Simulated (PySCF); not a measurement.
CH7FGeSi.
SMILES with atom numbers: `[CH3:1][Si@H:2]([F:3])[GeH3:4]` (hydrogens: H5, H6, H7 on C1; H8 on Si2; H9, H10, H11 on Ge4)

Theory: PBE0-D3(BJ)/def2-SVP geometry optimisation, gas phase in PySCF.

Task: Give the optimised bond lengths and angles.

Result: 
| bond | length (pm) |
| --- | --- |
| C1–Si2 | 186.6 |
| Si2–F3 | 163.7 |
| Si2–Ge4 | 237.9 |
| C1–H5, C1–H6, C1–H7 | 110.1 |
| Si2–H8 | 149.4 |
| Ge4–H9, Ge4–H10, Ge4–H11 | 154.1 |

Bonds in one row agree within 1 pm and their mean is given. A selection of angles:
| angle | degrees |
| --- | --- |
| Si2–C1–H5 | 110.3 |
| Si2–C1–H6 | 111.3 |
| H5–C1–H6 | 108.4 |
| C1–Si2–F3 | 108.5 |
| C1–Si2–Ge4 | 112.5 |
| C1–Si2–H8 | 110.8 |
| F3–Si2–Ge4 | 107.4 |
| F3–Si2–H8 | 106.9 |
| Ge4–Si2–H8 | 110.6 |
| Si2–Ge4–H9 | 110.5 |
| Si2–Ge4–H11 | 110.1 |
| H9–Ge4–H10 | 108.5 |
| H9–Ge4–H11 | 108.1 |

Ge4 (germanium bonded to Si and 3 H) is tetrahedral (angles from 108.1° to 111.2°). Si2 (fluorine-bound silicon) is tetrahedral (angles from 106.9° to 112.5°).

Point group: C1 (no symmetry element, even within 0.4 Å). No PBE0-D3(BJ)/def2-SVP frequencies stand behind this structure, so it isn't proved a minimum.
